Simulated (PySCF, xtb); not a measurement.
C3F5O, SMILES O=C([C](F)F)C(F)(F)F, multiplicity 2. One conformer was computed; it need not be the lowest.

Harmonic wavenumbers (cm⁻¹) from GFN2-xTB (xtb) at its own minimum, in rising order: 44, 92, 122, 210, 233, 270, 327, 360, 446, 452, 548, 613, 646, 715, 956, 1063, 1103, 1161, 1290, 1419, 1634.

**Question.** What does PBE-D3(BJ)/def2-SVP run with PySCF give at its own minimum? (The exact figures need the calculation; the answer reports its results.)

**Answer.** 39, 97, 142, 213, 273, 320, 344, 368, 488, 500, 592, 653, 671, 747, 991, 1148, 1193, 1273, 1376, 1494, 1609. Paired by order, the mean absolute difference is 42 cm⁻¹ and the zero-point energies are 19.6 and 20.8 kcal/mol.
